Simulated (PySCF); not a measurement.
Sn(F)(SiH3)3, SMILES [F][Sn]([SiH3])([SiH3])[SiH3] (H9FSi3Sn), singlet, PBE0/def2-SVP optimised geometry.

```
14

F      1.14     1.24     3.60
Sn     0.41     0.27     2.05
Si     1.35    -2.12     2.30
Si    -2.15     0.41     2.35
Si     1.31     1.54     0.00
H      2.85    -2.10     2.27
H      0.86    -2.95     1.16
H      0.89    -2.74     3.58
H     -2.60     1.84     2.33
H     -2.56    -0.23     3.63
H     -2.80    -0.31     1.21
H      0.80     2.95     0.00
H      2.80     1.54     0.00
H      0.82     0.85    -1.24
```

Density from PBE0/def2-TZVP, def2 effective core potentials past Kr (PySCF) at that geometry. The core electrons that the potentials of Sn replace are not part of the density.

Minimum of the electron density along straight lines between bonded atoms, close to the bond critical point (lines longer than 1.1 times the sum of covalent radii, or with two minima, are not listed):

```json
[
 {"bond": "F1–Sn2", "length / Å": "1.965", "ρ at the minimum / e bohr⁻³": "(withheld)", "∇²ρ there / e bohr⁻⁵": "(withheld)", "position (fraction from the first atom)": "0.48"},
 {"bond": "Sn2–Si3", "length / Å": "2.580", "ρ at the minimum / e bohr⁻³": "0.074", "∇²ρ there / e bohr⁻⁵": "-0.06", "position (fraction from the first atom)": "0.51"},
 {"bond": "Sn2–Si4", "length / Å": "2.580", "ρ at the minimum / e bohr⁻³": "0.074", "∇²ρ there / e bohr⁻⁵": "-0.06", "position (fraction from the first atom)": "0.51"},
 {"bond": "Sn2–Si5", "length / Å": "2.580", "ρ at the minimum / e bohr⁻³": "0.074", "∇²ρ there / e bohr⁻⁵": "-0.06", "position (fraction from the first atom)": "0.51"},
 {"bond": "Si3–H6", "length / Å": "1.493", "ρ at the minimum / e bohr⁻³": "0.118", "∇²ρ there / e bohr⁻⁵": "0.15", "position (fraction from the first atom)": "0.49"},
 {"bond": "Si3–H7", "length / Å": "1.496", "ρ at the minimum / e bohr⁻³": "0.117", "∇²ρ there / e bohr⁻⁵": "0.15", "position (fraction from the first atom)": "0.49"},
 {"bond": "Si3–H8", "length / Å": "1.493", "ρ at the minimum / e bohr⁻³": "0.118", "∇²ρ there / e bohr⁻⁵": "0.15", "position (fraction from the first atom)": "0.49"},
 {"bond": "Si4–H9", "length / Å": "1.493", "ρ at the minimum / e bohr⁻³": "0.118", "∇²ρ there / e bohr⁻⁵": "0.15", "position (fraction from the first atom)": "0.49"},
 {"bond": "Si4–H10", "length / Å": "1.493", "ρ at the minimum / e bohr⁻³": "0.118", "∇²ρ there / e bohr⁻⁵": "0.15", "position (fraction from the first atom)": "0.49"},
 {"bond": "Si4–H11", "length / Å": "1.496", "ρ at the minimum / e bohr⁻³": "0.117", "∇²ρ there / e bohr⁻⁵": "0.15", "position (fraction from the first atom)": "0.49"},
 {"bond": "Si5–H12", "length / Å": "1.493", "ρ at the minimum / e bohr⁻³": "0.118", "∇²ρ there / e bohr⁻⁵": "0.15", "position (fraction from the first atom)": "0.49"},
 {"bond": "Si5–H13", "length / Å": "1.493", "ρ at the minimum / e bohr⁻³": "0.118", "∇²ρ there / e bohr⁻⁵": "0.15", "position (fraction from the first atom)": "0.49"},
 {"bond": "Si5–H14", "length / Å": "1.496", "ρ at the minimum / e bohr⁻³": "0.117", "∇²ρ there / e bohr⁻⁵": "0.15", "position (fraction from the first atom)": "0.49"}
]
```

### Question
Complete the blanks.

### Answer

- F1–Sn2, ρ at the minimum / e bohr⁻³: 0.110
- F1–Sn2, ∇²ρ there / e bohr⁻⁵: 0.52
